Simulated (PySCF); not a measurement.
C₅H₆O₂, SMILES C#C[C@H](C)C(=O)O.

The structure is a stationary point at B3LYP-D3(BJ)/def2-SVP. The values are those of a single conformer.

Calculation: TDDFT-M06-2X/def2-SVPD run with PySCF.

Vertical excitations. The molecule is in vacuum.

Question: Give excitation energies, oscillator strengths and character. (The exact figures need the calculation; the answer reports its results.)

Answer: 
| state | energy (eV) | λ (nm) | f | main pairs |
|---|---|---|---|---|
| S1 | 5.58 | 222 | 0.003 | HOMO−2→LUMO+1 37 %, HOMO→LUMO+1 33 %, HOMO−2→LUMO 6 %, HOMO→LUMO 6 % |
| S2 | 5.93 | 209 | 0.000 | HOMO−1→LUMO+1 19 %, HOMO→LUMO+5 13 %, HOMO−1→LUMO+5 13 %, HOMO−1→LUMO+4 12 % |
| S3 | 6.97 | 178 | 0.000 | HOMO−1→LUMO+1 25 %, HOMO→LUMO+2 13 %, HOMO→LUMO 10 %, HOMO−1→LUMO+5 9 % |
| S4 | 7.02 | 177 | 0.005 | HOMO→LUMO+1 16 %, HOMO→LUMO+5 16 %, HOMO−1→LUMO+2 10 %, HOMO−2→LUMO+1 10 % |
| S5 | 7.53 | 165 | 0.006 | HOMO→LUMO 67 % |
| S6 | 7.66 | 162 | 0.033 | HOMO−1→LUMO 61 %, HOMO−1→LUMO+3 9 % |
| S7 | 7.90 | 157 | 0.017 | HOMO→LUMO+1 20 %, HOMO−1→LUMO+3 14 %, HOMO−1→LUMO+1 11 %, HOMO−1→LUMO+5 10 % |
| S8 | 7.91 | 157 | 0.027 | HOMO−1→LUMO+1 32 %, HOMO−1→LUMO+4 18 %, HOMO−1→LUMO+5 12 %, HOMO→LUMO+1 9 % |
| S9 | 8.08 | 153 | 0.089 | HOMO→LUMO+2 32 %, HOMO→LUMO+3 29 %, HOMO−2→LUMO 14 %, HOMO−3→LUMO+1 7 % |
| S10 | 8.47 | 146 | 0.008 | HOMO−1→LUMO+3 31 %, HOMO−1→LUMO+2 25 %, HOMO−1→LUMO 13 %, HOMO→LUMO+3 6 % |
| T1 | 5.19 | 239 | 0 | HOMO→LUMO+1 39 %, HOMO−2→LUMO+1 29 %, HOMO→LUMO 7 % |
| T2 | 5.60 | 222 | 0 | HOMO−1→LUMO+5 15 %, HOMO→LUMO+4 14 %, HOMO→LUMO+5 12 %, HOMO−2→LUMO+1 12 % |
| T3 | 6.04 | 205 | 0 | HOMO−1→LUMO+1 23 %, HOMO−1→LUMO+5 16 %, HOMO−1→LUMO+4 13 %, HOMO→LUMO+5 12 % |
| T4 | 6.33 | 196 | 0 | HOMO−3→LUMO+1 65 %, HOMO−3→LUMO 11 % |
Triplets are in the Tamm–Dancoff approximation, which puts them higher than full response would, so one can lie above its singlet here.
